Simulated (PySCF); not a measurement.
Cost of excited-state runs on `COCC(=O)[C@@H]1CCCO1`, C7H12O3

Molfile (atoms numbered from 1):
```
C7H12O3
     RDKit          3D

 22 22  0  0  0  0  0  0  0  0999 V2000
    3.5918    0.2391   -0.0256 C   0  0  0  0  0  0  0  0  0  0  0  0
    2.6028    0.0861   -1.0196 O   0  0  0  0  0  0  0  0  0  0  0  0
    1.3329    0.5381   -0.6442 C   0  0  0  0  0  0  0  0  0  0  0  0
    0.6349   -0.2959    0.4120 C   0  0  0  0  0  0  0  0  0  0  0  0
    1.1139   -1.2675    0.9378 O   0  0  0  0  0  0  0  0  0  0  0  0
   -0.7624    0.2062    0.7987 C   0  0  2  0  0  0  0  0  0  0  0  0
   -1.7739   -0.9449    0.7441 C   0  0  0  0  0  0  0  0  0  0  0  0
   -2.2576   -0.8359   -0.6991 C   0  0  0  0  0  0  0  0  0  0  0  0
   -2.2696    0.6792   -0.9019 C   0  0  0  0  0  0  0  0  0  0  0  0
   -1.2417    1.2132   -0.0735 O   0  0  0  0  0  0  0  0  0  0  0  0
    4.5274   -0.0784   -0.4810 H   0  0  0  0  0  0  0  0  0  0  0  0
    3.3861   -0.3814    0.8503 H   0  0  0  0  0  0  0  0  0  0  0  0
    3.6740    1.2883    0.2861 H   0  0  0  0  0  0  0  0  0  0  0  0
    0.7216    0.5214   -1.5514 H   0  0  0  0  0  0  0  0  0  0  0  0
    1.3588    1.5789   -0.2812 H   0  0  0  0  0  0  0  0  0  0  0  0
   -0.6751    0.6332    1.8068 H   0  0  0  0  0  0  0  0  0  0  0  0
   -2.5933   -0.7655    1.4403 H   0  0  0  0  0  0  0  0  0  0  0  0
   -1.3014   -1.8959    0.9774 H   0  0  0  0  0  0  0  0  0  0  0  0
   -1.5384   -1.3054   -1.3718 H   0  0  0  0  0  0  0  0  0  0  0  0
   -3.2363   -1.2814   -0.8579 H   0  0  0  0  0  0  0  0  0  0  0  0
   -2.0755    0.9786   -1.9350 H   0  0  0  0  0  0  0  0  0  0  0  0
   -3.2292    1.1094   -0.5870 H   0  0  0  0  0  0  0  0  0  0  0  0
  1  2  1  0
  2  3  1  0
  3  4  1  0
  4  5  2  0
  4  6  1  0
  6  7  1  0
  7  8  1  0
  8  9  1  0
  9 10  1  0
 10  6  1  0
  1 11  1  0
  1 12  1  0
  1 13  1  0
  3 14  1  0
  3 15  1  0
  6 16  1  1
  7 17  1  0
  7 18  1  0
  8 19  1  0
  8 20  1  0
  9 21  1  0
  9 22  1  0
M  END
```

PySCF with density fitting, on 1 thread of an AMD EPYC 9R45 96-Core, shared host. Command: `OMP_NUM_THREADS=1 python excited_run.py task.json out`

Question: How long does each of these runs take, and how much memory?
- vibronic structure, PBE/def2-SV(P); full response
- vibronic structure, PBE/def2-SV(P); full response; 1 bright states

Answer: 
```tsv
run	level	basis functions	wall time	peak memory (GiB)
vibronic structure	PBE/def2-SV(P)	164	39 s	0.71
vibronic structure	PBE/def2-SV(P)	164	37 s	0.71
```
Times from a shared host are rough.
